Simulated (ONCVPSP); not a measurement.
# What the settings do to the ONCV potential of carbon (C)

Base potential:

| Item | Value |
| --- | --- |
| Element | carbon (C) |
| Generator | ONCVPSP 4.0.1 |
| Type | optimised norm-conserving Vanderbilt (ONCV) |
| Functional | PBE |
| Relativity | scalar-relativistic |
| Frozen core | [He] |
| Valence charge | 4 |
| Reference configuration | 2s2 2p2 |
| Partial waves | 2s: rc 1.10 bohr, ncon 4, nbas 8, qcut 4.7 1/bohr, 2 projectors, debl 3 Ha; 2p: rc 1.10 bohr, ncon 3, nbas 8, qcut 8.3 1/bohr, local; d scattering state at 0.16 Ha: rc 1.50 bohr, ncon 4, nbas 7, qcut 5.7 1/bohr, 2 projectors, debl 0.4 Ha |
| Local potential | the p channel |
| Core correction | polynomial model core, fcfact 0.4 |

All-electron outer shells of the reference configuration (PBE, scalar-relativistic, ld1.x):

```csv
shell,level (eV),outermost node (bohr),outermost maximum (bohr)
1s,-273.38,–,0.17
2s,-13.75,0.38,1.22
2p,-5.29,–,1.20
```

Cutoffs, loose and tight: the cutoffs (Ha) at which the residual kinetic energy of the hardest occupied pseudo-wave falls to 1 and 0.1 mHa per electron. They do not see the model core or the augmentation charge, which bear on the density cutoff. Test errors are all-electron minus pseudo excitation energies from the reference, over the configurations 2s2 2p1; 2s2 2p0; 2s1 2p0; 2s0 2p4. A dash means not determined; rows that change the core or the reference have their own tests.

A true bound ghost makes a file unfit for plane-wave use even where its test errors are small: the radial tests pick states by their node count and pass the ghost by.

| change | outcome | cutoff, loose | cutoff, tight | bound ghosts | GHOST(+) flags above zero | largest test error (meV) |
| --- | --- | --- | --- | --- | --- | --- |
| base | generated | 64 Ha | 135 Ha | none | d | +139 |
| core correction Teter function fitted to the true core (icmod 2), fcfact 0.6 | generated | 64 Ha | 135 Ha | none | d | +175 |
| d: qcut 6 | generated | 64 Ha | 135 Ha | none | d | +139 |
| reference 2s2 2p1.75 | generated | 65 Ha | 136 Ha | none | d | +132 |
| s: rc 1.42 | generated | 27 Ha | 76 Ha | none | d | +120 |

Q: What comes out with this change to the base: s: qcut 3.4; p: qcut 6; d: qcut 4.1?

A: outcome: generated; cutoff, loose: 114 Ha; cutoff, tight: 191 Ha; bound ghosts: d; GHOST(+) flags above zero: s; largest test error (meV): +205.

Q: What comes out with this change to the base: all radii but the core radius scaled by about 1.28 (s 1.40, p 1.40, d 1.92 bohr)?

A: outcome: generated; cutoff, loose: 22 Ha; cutoff, tight: 80 Ha; bound ghosts: none; GHOST(+) flags above zero: d; largest test error (meV): +202.
